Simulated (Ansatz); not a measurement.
CrO2(NH2)2 (CrN2O2H4). The state is a singlet with charge 0. Geometry B3LYP-D4/def2-SVP, basis def2-TZVP, Ansatz.

```tsv
run	HOMO (eV)	LUMO (eV)
A	-6.30	-3.72
B	-9.50	-0.64
C	-6.01	-3.67
D	-8.65	-1.75
E	-6.91	-3.21
F	-9.93	-0.62
```

LC-ωPBE has ω = 0.4 bohr⁻¹. HSE06 is defined as in plane-wave codes, on full-range PBE exchange.

Task: The runs used CAM-B3LYP, HSE06, LC-ωPBE, PBE, r2SCAN, ωB97M-V. Estimate which is which.

Result: A r2SCAN (0 % exact exchange); B ωB97M-V (range-separated); C PBE (0 % exact exchange); D CAM-B3LYP (range-separated); E HSE06 (range-separated); F LC-ωPBE (range-separated). Exact exchange lowers occupied and raises empty levels; among semilocal functionals meta-GGAs tend to open the gap a little, and such runs are hard to tell apart. The gap grows from 2.34 eV (PBE) to 9.31 eV (LC-ωPBE). The restricted singlet is unstable towards broken spin symmetry in Hartree–Fock (as tested in another run); at r2SCAN-D4/def2-TZVP, ωB97M-V/def2-TZVP, CAM-B3LYP-D4/def2-TZVP, HSE06-D4/def2-TZVP and others this wasn't settled.
